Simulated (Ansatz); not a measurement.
`OC(F)(Cl)Br` + HCl → `FC(Cl)(Cl)Br` + H₂O at 600 K and 1 bar (substitution at a C–O bond).

Computed with Ansatz on PBE0-D4/def2-TZVP structures; ΔE is electronic, products minus reactants. CCSD(T)/CBS is the MP2 limit (def2-TZVPP, def2-QZVPP) plus CCSD(T) − MP2 in def2-TZVPP, frozen cores. This one scheme is used for every species. For Br outer-core shells are correlated without core-valence functions, which leaves a few kJ/mol of doubt a bond. Scalar relativity is left out up to krypton. Each species was taken in one conformer, which may not be the lowest.

```
       species  CCSD(T)/CBS energy (Eh)  H − E (kJ/mol)  S (J/(mol·K))
 `OC(F)(Cl)Br`              -3246.69884           110.6          392.5
           HCl               -460.38127            35.4          207.2
`FC(Cl)(Cl)Br`              -3630.68833            72.2          393.0
           H₂O                -76.37941            76.8          212.8
```

H − E and S are ideal-gas, rigid-rotor, harmonic terms from PBE0-D4/def2-TZVP, for one conformer and one mirror image of each species. 1 Eh = 2625.50 kJ/mol, R = 8.31446 J/(mol·K).

Q: By hand: ΔE, ΔH, ΔS and ΔG.

A: ΔE = (-3630.68833) + (-76.37941) − (-3246.69884) − (-460.38127) = 0.01237 Eh = 32.5 kJ/mol. Δ(H − E) = 72.2 + 76.8 − 110.6 − 35.4 = 3.0, so ΔH = 35.5 kJ/mol. ΔS = 393.0 + 212.8 − 392.5 − 207.2 = 6.1 J/(mol·K). ΔG = 35.5 − 600 × (6.1)/1000 = 31.8 kJ/mol.

Q: By hand: the equilibrium constant, and the temperature at which ΔG would vanish if ΔH and ΔS stayed fixed.

A: log₁₀ K = −ΔG/(RT ln 10) = -2.8. ΔG = 0 at ΔH/ΔS = 5820 K, far beyond where these terms or the molecules hold.

The number of gas molecules stays the same, so ΔS is small and ΔH decides. A doubt of 5 kJ/mol in ΔE shifts log₁₀ K by 0.4 here. Other conformers and mirror images would add mixing entropy, several J/(mol·K) or more a flexible species. These are equilibria of isolated gas molecules and say nothing of rates. Largest T1 diagnostic: 0.010 (customary marks: 0.02 for closed shells, 0.045 for open ones).
